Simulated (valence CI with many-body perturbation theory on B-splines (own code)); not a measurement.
## Missing levels of Ho60+

Calculated by relativistic CI+MBPT: five valence electrons over a frozen Dirac-Fock core [He], a basis of 9 s, 9 p, 8 d, 6 f, 3 g, 1 h functions for each j, with the one-electron correlation potential Σ1 (screened to all orders), the two-electron term Σ2, the three-electron term Σ3, Breit, model QED; selected single and double excitations, second order for the rest (own B-spline code, finite nucleus).

No measured spectrum was set against this ion. As an estimate, large intervals hold to a few tenths of a per cent, small ones and those within an open d or f shell to about a per cent. Among the levels kept, up to 1100 cm⁻¹ of a level comes from second order outside the variational space, and about a tenth of that is noise between levels of different J, which matters for small intervals.

| Level | E (Ry) |
| --- | --- |
| (2s^2 2p1/2^2 2p3/2) J=3/2 | 0.00 |
| (2s^2 2p1/2 2p3/2^2) J=3/2 | 64.24 |
| (2s^2 2p1/2 2p3/2^2) J=5/2 | ? |
| (2s^2 2p1/2 2p3/2^2) J=1/2 | 69.17 |
| (2s 2p1/2^2 2p3/2^2) J=5/2 | 86.08 |
| (2s 2p1/2^2 2p3/2^2) J=1/2 | 92.88 |
| (2s 2p1/2^2 2p3/2^2) J=3/2 | ? |
| (2s^2 2p3/2^3) J=3/2 | 133.55 |
| (2s 2p1/2 2p3/2^3) J=3/2 [a] | ? |
| (2s 2p1/2 2p3/2^3) J=5/2 | ? |
| (2s 2p1/2 2p3/2^3) J=1/2 | 158.97 |
| (2s 2p1/2 2p3/2^3) J=3/2 [b] | ? |
| (2p1/2^2 2p3/2^3) J=3/2 | 183.77 |
| (2s 2p3/2^4) J=1/2 | 224.48 |
| (2p1/2 2p3/2^4) J=1/2 | 249.97 |
| (2s^2 2p1/2^2 3s) J=1/2 | 528.50 |
| (2s^2 2p1/2^2 3p1/2) J=1/2 | 535.13 |
| (2s^2 2p1/2^2 3p3/2) J=3/2 | 555.19 |
| (2s^2 2p1/2^2 3d3/2) J=3/2 | 561.15 |
| (2s^2 2p1/2^2 3d5/2) J=5/2 | ? |

Levels are named by their leading jj configuration (3d3/2^4 stands for four electrons in 3d with j = 3/2), which in mixed levels can hold well under half, so a name can repeat and another be missing. Letters in brackets count levels of one name in rising energy.

Task: The levels stand in rising order. What does the calculation give for the missing energies?

Result: (2s^2 2p1/2 2p3/2^2) J=5/2 65.90; (2s 2p1/2^2 2p3/2^2) J=3/2 92.99; (2s 2p1/2 2p3/2^3) J=3/2 [a] 152.12; (2s 2p1/2 2p3/2^3) J=5/2 154.97; (2s 2p1/2 2p3/2^3) J=3/2 [b] 159.66; (2s^2 2p1/2^2 3d5/2) J=5/2 567.05.
